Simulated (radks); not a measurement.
Species: Pb3+. Configuration: [Xe] 4f14 5d10 6s1 (the NIST ground configuration). Method: scalar-relativistic Kohn-Sham, r2SCAN, spin-unpolarised, spherical densities, finite nucleus; meta-GGA in the generalised Kohn-Sham scheme; Fermi nuclear charge, rms radius 5.5012 fm; computed with a radial shooting solver on a logarithmic mesh with Libxc functionals.

X-ray form factor f0, the Fourier transform of the density (f0(0) = 79):

sin(theta)/lambda (1/angstrom)  f0 (electrons)
0.05                                    78.286
0.1                                     76.266
0.15                                    73.252
0.2                                     69.633
0.25                                    65.767
0.3                                     61.917
0.4                                     54.842
0.5                                     48.895
0.6                                     43.982
0.8                                     36.272
1                                       30.219
1.25                                    24.256
1.5                                     19.975
2                                       15.238
